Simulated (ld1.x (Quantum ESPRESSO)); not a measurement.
**bismuth (Bi), ultrasoft: configuration errors across variants**

ld1.x (Quantum ESPRESSO) 7.5 input, shortened:

```
&input
   title='Bi', zed=83., rel=1, dft='PBE', iswitch=3,
   config='[Xe] 4f14 5d10 6s2 6p3'
 /
 &inputp
   pseudotype=3, tm=.true., lloc=-1, rcloc=1.60,
   nlcc=.true., rcore=1.40,
   which_augfun='PSQ', rmatch_augfun=0.80
 /
6
6S  1  0   2.00   0.00  1.60  2.10  0.0
6S  1  0   0.00   2.75  1.60  2.10  0.0
6P  2  1   3.00   0.00  1.50  2.10  0.0
6P  2  1   0.00   0.20  1.50  2.10  0.0
5D  3  2  10.00   0.00  1.10  1.35  0.0
5D  3  2   0.00  -1.10  1.10  1.35  0.0
 &test
   configts(1)='5d10 6s2 6p3'
 /
```

All-electron excitation energies from the reference (eV): (1) 5d10 6s2 6p2 7.913; (2) 5d10 6s2 6p1 23.160; (3) 5d10 6s2 6p0 46.502; (4) 5d10 6s1 6p0 91.907; (5) 5d9 6s2 6p3 33.322; (6) 5d10 6s0 6p5 20.501; (7) 5d9 6s2 6p4 24.207.

Tests that are not counted but printed errors over 1 eV. “waves 6p (bound): rcut 1.50, rcutus 2.90 bohr; 6p channel at 0.2 Ry: rcut 1.50, rcutus 2.90 bohr”: 5d9 6s2 6p3 (solver errors, printed error -1911 eV).

7 further variants failed, have other tests or another functional or relativity, and are left out.

A true bound ghost makes a file unfit for plane-wave use even where its test errors are small: the radial tests pick states by their node count and pass the ghost by. Where a test does run into it, the solver fails or the error is huge.

Errors AE − PS in meV (a dash: test not solved or not reliable):

| change | (1) | (2) | (3) | (4) | (5) | (6) | (7) | bound ghosts |
| --- | --- | --- | --- | --- | --- | --- | --- | --- |
| base | -3.4 | -9.7 | -20 | +9.7 | -69 | +190 | -64 | s, p |
| type TM; waves now 6s (bound): rc 2.10 bohr; 6p (bound): rc 2.10 bohr; 5d (bound): rc 1.35 bohr; local potential all-electron potential smoothed inside 1.60 bohr (lloc = -2) | -0.1 | +3.5 | -2.1 | +20 | +171 | -3.4 | +56 | s |
| augmentation PSQ, inside the norm-conserving radii | -4.6 | -20 | -62 | -149 | -49 | -12 | -42 | s, p |
| waves 6p (bound): rcut 1.50, rcutus 2.90 bohr; 6p channel at 0.2 Ry: rcut 1.50, rcutus 2.90 bohr | -3.2 | -9.3 | -19 | 0.0 | – | +205 | – | s |

(1) Give the same row for: core correction a·sin(br)/r model core inside 1.46 bohr.

## Answers

(1) -3.3, -9.3, -19, +24, -63, +228, -58; bound ghosts: s, p.
